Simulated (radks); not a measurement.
Fractional charge and spin in the 5s shell of zirconium: the spin-up occupation runs from 0 to 1 and the spin-down occupation from 0 to 1; the fullest corner is Zr, [Kr] 4d(up 1, down 1) 5s(up 1, down 1). All-electron calculation, scalar-relativistic Kohn-Sham, r2SCAN, spin-polarised, spherical densities, finite nucleus; meta-GGA in the generalised Kohn-Sham scheme; Fermi nuclear charge, rms radius of each element as measured or else 0.836 A^(1/3) + 0.57 fm. Program: a radial shooting solver on a logarithmic mesh with Libxc functionals. Energy (eV) minus the two flat planes that join the four corners (they meet along the diagonal where the two added fractions sum to one electron); zero is where a piecewise linear energy would lie.

down \ up,0,0.5,1
0,0.000,-0.594,0.000
0.5,-0.594,0.424,-0.536
1,0.000,-0.536,0.000

Corners above the fullest one (they belong to Zr+ and the next ion): (up 1, down 0) 6.761 eV, (up 0, down 1) 6.761 eV, (up 0, down 0) 19.724 eV. With half an added electron in each spin the energy lies 0.424 eV from the planes, and with half an added electron in spin up alone -0.594 eV. The planes are only a guide here: the flat-plane condition holds for ground states with one frontier orbital, while this shell lies below other occupied shells, so the corners above the fullest one are inner-hole states and not the ground states of those ions.
